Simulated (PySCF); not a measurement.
# Nuclear quadrupole coupling in `C=C[BH2-]C#N`

Species: C3H5BN (charge -1).
SMILES with atom numbers: `[CH2:1]=[CH:2][BH2-:3][C:4]#[N:5]` (hydrogens: H6, H7 on C1; H8 on C2; H9, H10 on B3)

Geometry (PBE0-D3(BJ)/def2-SVP, Å), atoms numbered from 1 in this order:
```xyz
10
C3H5BN angstrom
C     -1.6813    0.4300   -0.5488
C     -0.6559    0.2174    0.2883
B      0.8028   -0.3615   -0.0781
C      1.9507    0.6214    0.4319
N      2.7879    1.3397    0.8085
H     -1.5814    0.2351   -1.6249
H     -2.6609    0.8023   -0.2149
H     -0.8579    0.4499    1.3492
H      0.9791   -1.4468    0.5027
H      0.9332   -0.5278   -1.2985
```

Field gradients from the PBE0/pcSseg-1 density (PySCF, non-relativistic), principal values in atomic units, ordered |Vxx| ≤ |Vyy| ≤ |Vzz|:

```json
{"atom": "B3", "Vxx": "-0.0382", "Vyy": "-0.0430", "Vzz": "0.0811"}
{"atom": "N5", "Vxx": "0.4151", "Vyy": "0.4774", "Vzz": "-0.8925"}
```

Question: Find the asymmetry η = (Vxx − Vyy)/Vzz and the couplings χ = eQV/h (234.96 MHz × Q in barn × V in au), with Q(11B) = 0.04059 b, Q(14N) = 0.02044 b.

Answer: 
```
atom            environment  nucleus     η  χzz (MHz)  χxx (MHz)  χyy (MHz)
  B3  four-coordinate boron      11B  0.06      0.774     -0.364     -0.410
  N5         cyano nitrogen      14N  0.07     -4.286      1.994      2.293
```

The tensor is traceless: Vxx + Vyy + Vzz = 0.

Question: What is Vzz at N5 in SI units (1 au = 9.71736 × 10²¹ V/m²)?

Answer: -0.8925 au = -8.673 × 10²¹ V/m².

Question: And the gradient at the other heavy atoms, for which no coupling is worked out here?

Answer: 
```csv
atom,environment,Vzz (au),η
C1,terminal =CH2 carbon,-0.190,0.75
C2,alkene CH carbon,0.490,0.57
C4,cyano carbon,-0.616,0.01
```

Question: What couplings would deuterons (Q(2H) = 0.00286 b) have in place of the hydrogens, at this geometry?

Answer: 
```json
{"atom": "H6", "bonded to": "C1", "bond length (Å)": "1.098", "Vzz (au)": "0.3072", "η": "0.06", "χzz (kHz)": "206"}
{"atom": "H7", "bonded to": "C1", "bond length (Å)": "1.100", "Vzz (au)": "0.3065", "η": "0.07", "χzz (kHz)": "206"}
{"atom": "H8", "bonded to": "C2", "bond length (Å)": "1.105", "Vzz (au)": "0.2954", "η": "0.00", "χzz (kHz)": "199"}
{"atom": "H9", "bonded to": "B3", "bond length (Å)": "1.244", "Vzz (au)": "0.1856", "η": "0.02", "χzz (kHz)": "125"}
{"atom": "H10", "bonded to": "B3", "bond length (Å)": "1.239", "Vzz (au)": "0.1888", "η": "0.04", "χzz (kHz)": "127"}
```

The structure is a single PBE0-D3(BJ)/def2-SVP conformer in the gas phase; no vibrational or solvent corrections. The pcSseg-1 basis has no diffuse functions, a weakness for an anion. The small basis limits the accuracy of the gradients.
